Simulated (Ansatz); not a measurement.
Computed with Ansatz on PBE0-D4/def2-TZVP structures; ΔE is electronic, products minus reactants. CCSD(T)/CBS is the MP2 limit (def2-TZVPP, def2-QZVPP) plus CCSD(T) − MP2 in def2-TZVPP, frozen cores. DFT in def2-TZVPP. B3LYP here is the variant with VWN-RPA as its local correlation; programs differ in this. One conformer a species, not always the lowest.

Consider the cleavage of the Si–Si bond: `O[SiH](F)[SiH2]S` + `N[SiH2]F` → `O[SiH](F)N[SiH2]F` + `[SiH3]S`.

CCSD(T)/CBS gives -87.3 kJ/mol.

**Question.** Another level gave -94.4 kJ/mol. Which?
A. MP2/def2-TZVPP
B. ωB97M-V/def2-TZVPP
C. B3LYP/def2-TZVPP
D. PBE0/def2-TZVPP

**Answer.** A. MP2/def2-TZVPP -94.4, B3LYP -82.0, ωB97M-V -87.8, PBE0 -72.2 kJ/mol.

Largest T1 diagnostic among the species: 0.013.

From PBE to PBE0 (25 % exact exchange), in def2-TZVPP and without D4, ΔE moves by −10.4 kJ/mol. In def2-TZVPP, CCSD(T) changes the Hartree–Fock value by +17.7 kJ/mol (the triples alone add +3.1 kJ/mol) and MP2 by +13.3 kJ/mol.
